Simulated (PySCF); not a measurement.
Si(F)(Cl)2(NH2), SMILES N[Si](F)(Cl)Cl (H2Cl2FNSi), singlet (PBE0/def2-SVP optimised geometry):

```
7

N     -1.194    -1.783    -1.354
Si    -0.637    -0.946     0.000
F     -1.074    -1.586     1.414
Cl     1.404    -0.946     0.000
Cl    -1.404     0.946     0.000
H     -2.136    -1.676    -1.710
H     -0.706    -2.586    -1.730
```

Computed with PySCF with PBE0/def2-TZVP.

**Question.** What are the frontier orbital energies and the dipole moment?

**Answer.** HOMO-2 -9.64 eV, HOMO-1 -9.44 eV, HOMO -8.50 eV, LUMO 0.32 eV, LUMO+1 1.02 eV; dipole moment 2.68 D.

On the same geometry PBE/def2-TZVP in PySCF 2.14.0 gives HOMO-2 -8.15 eV, HOMO-1 -7.97 eV, HOMO -6.97 eV, LUMO -0.64 eV, LUMO+1 0.08 eV; dipole moment 2.62 D.

Meta-Löwdin charges at PBE0/def2-TZVP: N1 -0.75, Si2 1.27, F3 -0.50, Cl4 -0.28, Cl5 -0.28, H6 0.26, H7 0.26.
